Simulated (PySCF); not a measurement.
**Excitation energy of Cr⁺ by level of theory**

Cr⁺ [Ar] 3d5 (6S) → Cr⁺ [Ar] 3d4 4s1 (6D), as a difference of total energies. All numbers are calculated (PySCF 2.14, the non-relativistic Hamiltonian (point nucleus), in aug-cc-pVTZ). Correlated levels: valence: [Ar] frozen. The calculations carry no spin-orbit coupling.

Question: Order these methods by the excitation energy they give, lowest first.
A. B2PLYP
B. MP2 (valence)
C. PBE
D. r2SCAN

Answer: B (13294 cm⁻¹), A (13465 cm⁻¹), D (13927 cm⁻¹), C (15074 cm⁻¹).

These non-relativistic numbers lack the scalar-relativistic shift.

Errors of the correlated levels include the incompleteness of this basis and the frozen core.

For comparison: 12278 cm⁻¹ (measured; NIST levels, between the centres of gravity of the two terms).
